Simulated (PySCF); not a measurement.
Computed IR spectrum (relative IR intensity) of a molecule C₃H₁₂Si₃. Geometry: PBE0-D3(BJ)/def2-SVP. One conformer was computed; it need not be the lowest. Level of theory: PySCF 2.14.0 with PBE0-D3(BJ)/def2-SVP. Frequencies are harmonic and unscaled.

Lines under 2 % of the strongest are left out, and lines within 2 cm⁻¹ are merged.

ν (cm⁻¹): 338 (w), 451 (w), 468 (vw), 523 (vw), 639 (vw), 663 (w), 699 (m), 704 (vs), 745 (m), 830 (w), 867 (vs), 891 (s), 914 (vw), 934 (w), 938 (m), 989 (vw), 1154 (w), 1203 (vw), 1409 (w), 1427 (vw), 2193 (m), 2201 (vs), 2206 (m), 2214 (m), 2224 (s), 2227 (s), 3059 (w), 3085 (w), 3115 (w), 3161 (w) (against the strongest line: vs over 80 %, s over 45 %, m over 15 %, w over 4 %, vw less)

Q: Identify the compound among the candidates.
(A) [SiH3][C@H]1C[Si@@H]([SiH3])C1
(B) C=C([SiH3])C([SiH3])[SiH3]
(C) [SiH3]C1[SiH2]CC[SiH2]1
(D) [SiH3][SiH2][SiH]1CCC1

A: D, [SiH3][SiH2][SiH]1CCC1
